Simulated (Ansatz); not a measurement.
`C=C[SiH2]N` and `C=C[SiH2]CN` differ in one atom or group.

Ansatz, PBE0-D4/def2-TZVP geometries, multiplicity 1. Each molecule was computed in one conformer, which needn't be the lowest.

```
                                                                                  property  `C=C[SiH2]N`
ideal-gas entropy at 298 K and 1 bar (rigid rotor, harmonic PBE0-D4/def2-TZVP) / J/(mol·K)           325
                                            zero-point energy (PBE0-D4/def2-TZVP) / kJ/mol         223.7
                                                         HOMO energy (PBE/def2-TZVPP) / eV         -5.95
                                                      HOMO–LUMO gap (PBE0/def2-TZVPP) / eV          7.13
                                                     LUMO energy (ωB97M-V/def2-TZVPP) / eV          1.87
                                                         LUMO energy (PBE/def2-TZVPP) / eV         -1.25
```

Q: What does the change do to each property? (An estimate is asked.)

A: Computed: 
| property | `C=C[SiH2]CN` | shift |
| --- | --- | --- |
| ideal-gas entropy at 298 K and 1 bar (rigid rotor, harmonic PBE0-D4/def2-TZVP) / J/(mol·K) | 357 | 32 |
| zero-point energy (PBE0-D4/def2-TZVP) / kJ/mol | 299.8 | 76.1 |
| HOMO energy (PBE/def2-TZVPP) / eV | -5.15 | 0.80 |
| HOMO–LUMO gap (PBE0/def2-TZVPP) / eV | 5.97 | -1.16 |
| LUMO energy (ωB97M-V/def2-TZVPP) / eV | 1.50 | -0.37 |
| LUMO energy (PBE/def2-TZVPP) / eV | -1.51 | -0.26 |

With PBE0 the HOMO rises by 0.87 eV and the LUMO falls by 0.29 eV, so the gap narrows by about 1.16 eV. PBE moves the HOMO by 0.80 eV and ωB97M-V by 0.92 eV. The zero-point energy changes by 76.1 kJ/mol with +9 modes. Modes under 60 cm⁻¹, often nearly free rotors, make the harmonic entropy too high.
